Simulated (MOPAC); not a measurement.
MOPAC input (PM7):

```
PM7 PRECISE GNORM=0.05 LET XYZ CHARGE=-1 GEO-OK AUX(PRECISION=9) THREADS=1
C4H2FO

F     1.85274500 1   -0.39276800 1    0.79114800 1
C     0.58715600 1   -0.19005300 1    0.28100200 1
C    -0.48129600 1   -1.12664700 1    0.36175000 1
C    -1.44671700 1   -0.41941000 1   -0.28253300 1
O    -1.05503300 1    0.86674100 1   -0.74741900 1
C     0.25253800 1    0.96157700 1   -0.36083200 1
H    -2.48018400 1   -0.62290400 1   -0.52873500 1
H     0.77565300 1    1.87108600 1   -0.60856700 1
```

Output:

```
 *******************************************************************************
 **                                                                           **
 **                              MOPAC v23.2.5                                **
 **                                                                           **
 *******************************************************************************
 ** MOPAC's Digital Object Identifier: https://doi.org/10.5281/zenodo.6511958 **
 **                                                                           **
 ** Please cite the open-source release paper for use of this MOPAC version:  **
 ** J. E. Moussa and J. J. P. Stewart (2026)                                  **
 ** MOPAC: An open-source semiempirical molecular orbital program             **
 ** J. Open Source Softw., 11(119), 8025, https://doi.org/10.21105/joss.08025 **
 *******************************************************************************

                              PM7 CALCULATION RESULTS

 *******************************************************************************
 *  PM7        - The PM7 Hamiltonian to be used
 *  GEO-OK     - OVERRIDE INTERATOMIC DISTANCE AND OTHER SAFETY CHECKS
 *
 *
 *
 *                 CHARGE ON SYSTEM = -1
 *
 *
 *
 *  LET        - OVERRIDE SOME SAFETY CHECKS
 *  PRECISE    - TIGHTER CRITERIA TO BE USED
 *  XYZ        - CARTESIAN COORDINATE SYSTEM TO BE USED
 *  GNORM      - EXIT WHEN GRADIENT NORM DROPS BELOW 0.050
 *  AUX        - OUTPUT AUXILIARY INFORMATION
 *******************************************************************************
PM7 PRECISE GNORM=0.05 LET XYZ CHARGE=-1 GEO-OK AUX(PRECISION=9) THREADS=1
 C4H2FO

   ATOM   CHEMICAL          X               Y               Z
  NUMBER   SYMBOL      (ANGSTROMS)     (ANGSTROMS)     (ANGSTROMS)

     1       F          1.85274500  *  -0.39276800  *   0.79114800  *
     2       C          0.58715600  *  -0.19005300  *   0.28100200  *
     3       C         -0.48129600  *  -1.12664700  *   0.36175000  *
     4       C         -1.44671700  *  -0.41941000  *  -0.28253300  *
     5       O         -1.05503300  *   0.86674100  *  -0.74741900  *
     6       C          0.25253800  *   0.96157700  *  -0.36083200  *
     7       H         -2.48018400  *  -0.62290400  *  -0.52873500  *
     8       H          0.77565300  *   1.87108600  *  -0.60856700  *

          CARTESIAN COORDINATES

    NO.       ATOM           X           Y           Z

     1         F          1.8527     -0.3928      0.7911
     2         C          0.5872     -0.1901      0.2810
     3         C         -0.4813     -1.1266      0.3618
     4         C         -1.4467     -0.4194     -0.2825
     5         O         -1.0550      0.8667     -0.7474
     6         C          0.2525      0.9616     -0.3608
     7         H         -2.4802     -0.6229     -0.5287
     8         H          0.7757      1.8711     -0.6086

 General Reference for PM7:
 "Optimization of Parameters for Semiempirical Methods VI: More Modifications to the
 NDDO Approximations and Re-optimization of Parameters", J. J. P. Stewart, J. Mol. Mod., 1:32, 19 (2013)
 https://link.springer.com/article/10.1007/s00894-012-1667-x

           Empirical Formula: C4 H2 O F  =     8 atoms

      MOLECULAR POINT GROUP   :   Cs

      RHF CALCULATION, NO. OF DOUBLY OCCUPIED LEVELS = 16

          Geometry optimization using EF

          DIAGONAL MATRIX USED AS START HESSIAN

 CYCLE:     1  GRAD.:   129.516 HEAT: -21.40426
 CYCLE:     2  GRAD.:   620.138 HEAT:  13.33606
 CYCLE:     3  GRAD.:   326.417 HEAT: -8.068112
 CYCLE:     4  GRAD.:   559.414 HEAT:  5.645984
 CYCLE:     5  GRAD.:   227.427 HEAT: -2.934064
 CYCLE:     6  GRAD.:   381.912 HEAT: -12.06577
 CYCLE:     7  GRAD.:   353.250 HEAT:  3.012633
 CYCLE:     8  GRAD.:   215.430 HEAT: -14.71033
 CYCLE:     9  GRAD.:   169.449 HEAT: -13.12917
 CYCLE:    10  GRAD.:   381.308 HEAT: -12.61890
 CYCLE:    11  GRAD.:   250.514 HEAT: -8.998265
 CYCLE:    12  GRAD.:   186.564 HEAT: -16.05601
 CYCLE:    13  GRAD.:   219.378 HEAT: -11.13211
 CYCLE:    14  GRAD.:   122.402 HEAT: -20.25912
 CYCLE:    15  GRAD.:   242.103 HEAT: -12.84235
 CYCLE:    16  GRAD.:    33.389 HEAT: -25.24808
 CYCLE:    17  GRAD.:    56.198 HEAT: -24.36856
 CYCLE:    18  GRAD.:    10.957 HEAT: -25.70141
 CYCLE:    19  GRAD.:     9.322 HEAT: -25.69033
 CYCLE:    20  GRAD.:     1.004 HEAT: -25.77674
 CYCLE:    21  GRAD.:     0.608 HEAT: -25.77706
 CYCLE:    22  GRAD.:     0.163 HEAT: -25.77734
 CYCLE:    23  GRAD.:     0.083 HEAT: -25.77736
 CYCLE:    24  GRAD.:     0.014 HEAT: -25.77736

     GRADIENT =  0.01439 IS LESS THAN CUTOFF =  0.05000

 -------------------------------------------------------------------------------
 PM7 PRECISE GNORM=0.05 LET XYZ CHARGE=-1 GEO-OK AUX(PRECISION=9) THREADS=1
 C4H2FO

     GEOMETRY OPTIMISED USING EIGENVECTOR FOLLOWING (EF).
     SCF FIELD WAS ACHIEVED

                              PM7 CALCULATION
                                                       MOPAC v23.2.5 Linux

          FINAL HEAT OF FORMATION =        -25.77736 KCAL/MOL =    -107.85248 KJ/MOL

          COSMO AREA              =        107.27 SQUARE ANGSTROMS
          COSMO VOLUME            =         93.86 CUBIC ANGSTROMS

          GRADIENT NORM           =          0.01439          =       0.00509 PER ATOM
          IONIZATION POTENTIAL    =          2.946908 EV
          HOMO LUMO ENERGIES (EV) =         -2.947  5.834
          NO. OF FILLED LEVELS    =         16
          MOLECULAR WEIGHT        =         85.0576         POINT GROUP:  Cs

          MOLECULAR DIMENSIONS (Angstroms)

            Atom       Atom       Distance
            H     7    F     1     4.51374
            H     8    C     3     3.18492
            F     1    H     8     0.00000

          SCF CALCULATIONS        =         25

   ATOM   CHEMICAL          X               Y               Z
  NUMBER   SYMBOL      (ANGSTROMS)     (ANGSTROMS)     (ANGSTROMS)

     1       F          1.83324820  *  -0.40521335  *   0.79047677  *
     2       C          0.62868225  *  -0.18592657  *   0.29276448  *
     3       C         -0.47151904  *  -1.08283944  *   0.34474249  *
     4       C         -1.47271129  *  -0.44673029  *  -0.27847492  *
     5       O         -1.05140113  *   0.85256291  *  -0.73967792  *
     6       C          0.26209492  *   0.97029181  *  -0.36170978  *
     7       H         -2.47788362  *  -0.61998031  *  -0.52932810  *
     8       H          0.72317006  *   1.87743928  *  -0.62877427  *

                             CARTESIAN COORDINATES

   1    F        1.833248204    -0.405213354     0.790476774
   2    C        0.628682255    -0.185926570     0.292764483
   3    C       -0.471519041    -1.082839441     0.344742492
   4    C       -1.472711292    -0.446730286    -0.278474916
   5    O       -1.051401129     0.852562907    -0.739677920
   6    C        0.262094921     0.970291814    -0.361709783
   7    H       -2.477883622    -0.619980312    -0.529328100
   8    H        0.723170061     1.877439284    -0.628774269

           Empirical Formula: C4 H2 O F  =     8 atoms

      MOLECULAR POINT GROUP   :   Cs

                  EIGENVALUES
 -35.76197 -25.93619 -21.01785 -18.87707 -14.94068 -14.03399 -12.19754 -11.62374
 -10.82755  -9.42648  -9.11527  -8.44572  -7.31532  -4.43822  -3.69862  -2.94691
   5.83411   7.51883   8.06878   8.66387   9.52748  10.25923  10.64615  11.19384
  11.55621  12.73276

              NET ATOMIC CHARGES AND DIPOLE CONTRIBUTIONS

  ATOM NO.   TYPE          CHARGE      No. of ELECS.   s-Pop       p-Pop
    1          F          -0.236817        7.2368     1.96321     5.27360
    2          C           0.093743        3.9063     1.10908     2.79718
    3          C          -0.434980        4.4350     1.33435     3.10063
    4          C          -0.156497        4.1565     1.12033     3.03616
    5          O          -0.327648        6.3276     1.88072     4.44693
    6          C          -0.182375        4.1824     1.09645     3.08592
    7          H           0.112071        0.8879     0.88793
    8          H           0.132503        0.8675     0.86750
 DIPOLE           X         Y         Z       TOTAL
 POINT-CHG.     1.044     1.547    -0.370     1.902
 HYBRID         0.193     1.945    -0.835     2.125
 SUM            1.237     3.492    -1.205     3.895

          ATOMIC ORBITAL ELECTRON POPULATIONS

     Atom    s        px        py        pz
    1  F   1.96321   1.42531   1.96711   1.88118
    2  C   1.10908   0.81503   0.98565   0.99650
    3  C   1.33435   0.86551   1.33117   0.90396
    4  C   1.12033   1.04542   0.83567   1.15508
    5  O   1.88072   1.29059   1.46486   1.69147
    6  C   1.09645   0.88208   1.06096   1.14287
    7  H   0.88793
    8  H   0.86750

 **********************
 *                    *
 * JOB ENDED NORMALLY *
 *                    *
 **********************

 == MOPAC DONE ==
```

The dipole moment of an ion depends on the origin.

The geometry given is a B3LYP-D3(BJ)/def2-TZVP minimum.
